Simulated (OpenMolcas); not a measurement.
Cr4+: moving or changing the point charges

Cr4+ among 6 point charges of -1.5 e arranged as an octahedron (Oh), 2.06 Å from the ion.

```yaml
Program: OpenMolcas 26.06
Method: CASSCF
Basis: ANO-RCC-VDZP [5s4p2d1f]
Scalar_Hamiltonian: DKH2, point nucleus
Active_space: 2 electrons in 5 orbitals (3d)
State_averaging: 2S+1 = 3 even, 10 roots; 2S+1 = 1 even, 15 roots
Spin-orbit_coupling: RASSI with atomic mean-field integrals over the reference wave functions
```

Runs around this geometry, states (labels of O, the rotations of Oh). Energies in cm-1 above the lowest state or level, χT in cm3 K/mol; under a threefold ground state the first gap can be a small split of the lowest multiplet, not the spin-orbit step; 10Dq and B are least-squares fits to the states below 45000 cm-1, weighted by degeneracy, with a free offset, and given where the rms deviation is under 5 % of |10Dq| (or 100 cm-1) and under 700 cm-1.

```csv
R (Å),q (e),Ground state,First state of that spin,10Dq,B (rms of fit),First gap with spin-orbit (degeneracies),χT at 300 K,First state of another spin
2.06,-1.2,3T1,3T2 1359,1692,1272 (37),"108.0 (2, 3)",0.574,1T2 16508
1.95,-1.5,3T1,3T2 2237,2781,1272 (45),"80.1 (2, 3)",0.588,1T2 16755
2.06,-1.5,3T1,3T2 1702,2118,1272 (39),"95.6 (2, 3)",0.579,1T2 16613
```

Taking |10Dq| as R^-n, n = -ln(2118 / 2781) / ln(2.06 / 1.95) = 5.0 between the shortest and longest distance. The point-charge formula for a cubic d site gives n = 5.

Scaling the charges by -1.2 / -1.5 = 0.80 scales |10Dq| by 1692 / 2118 = 0.80; with fixed orbitals a first-order splitting would follow the charge.

An orbital triplet at a regular site is open to Jahn-Teller coupling, which can distort the site and quench the lowest spin-orbit gaps and is left out. Without dynamic correlation the repulsion within the d shell is too large (B by tens of per cent), so at a given field states of lower spin stand too high. The ground term spreads over less than 5000 cm-1, several times less than with real ligands, so orbital moments are less quenched and χT lies further from the spin-only value than at real sites. This field is weak: 10Dq is about 1692 cm-1, while octahedral complexes of 3d ions of charge 3 and more, computed by the same method with explicit ligands, had a median near 15000 cm-1. Ground spin and moment need not be those of a real site (figures for R = 2.06, q = -1.2; the like holds for R = 1.95, q = -1.5, R = 2.06, q = -1.5). This is an electrostatic model: the charges have no orbitals. No measured value stands beside these numbers.
